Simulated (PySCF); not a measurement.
BrClS₂W, multiplicity 1. Atoms are numbered in the order given.

```xyz
5

W      0.0350     0.2938     0.0000
S      1.1487     0.8614    -1.7063
S      1.1487     0.8614     1.7063
Cl    -1.9273     1.4108     0.0000
Br    -0.1882    -2.0940     0.0000
```

Geometry: PBE0-D3(BJ)/def2-SVP. The spin state was assumed, not searched. The structure was generated by enumeration; whether it is a known compound was not checked. The def2 effective core potentials stand for the cores of W; spin–orbit coupling is left out.

These are ωB97X/def2-TZVP (PySCF) values and carry that method's errors.

Symmetry labels are those of the subgroup Cs that the program uses (full group Cs).

List the valence orbital energies around the gap with their symmetry. (Estimate from the structure and the level; the computed values follow.)


```json
[
 {"orbital": "HOMO−7", "symmetry": "A\"", "energy (eV)": "-13.14"},
 {"orbital": "HOMO−6", "symmetry": "A'", "energy (eV)": "-13.03"},
 {"orbital": "HOMO−5", "symmetry": "A'", "energy (eV)": "-12.32"},
 {"orbital": "HOMO−4", "symmetry": "A\"", "energy (eV)": "-12.09"},
 {"orbital": "HOMO−3", "symmetry": "A'", "energy (eV)": "-11.79"},
 {"orbital": "HOMO−2", "symmetry": "A'", "energy (eV)": "-10.81"},
 {"orbital": "HOMO−1", "symmetry": "A\"", "energy (eV)": "-10.73"},
 {"orbital": "HOMO", "symmetry": "A\"", "energy (eV)": "-9.81"},
 {"orbital": "LUMO", "symmetry": "A'", "energy (eV)": "-1.71"},
 {"orbital": "LUMO+1", "symmetry": "A\"", "energy (eV)": "-1.41"},
 {"orbital": "LUMO+2", "symmetry": "A'", "energy (eV)": "-0.64"},
 {"orbital": "LUMO+3", "symmetry": "A'", "energy (eV)": "-0.27"}
]
```
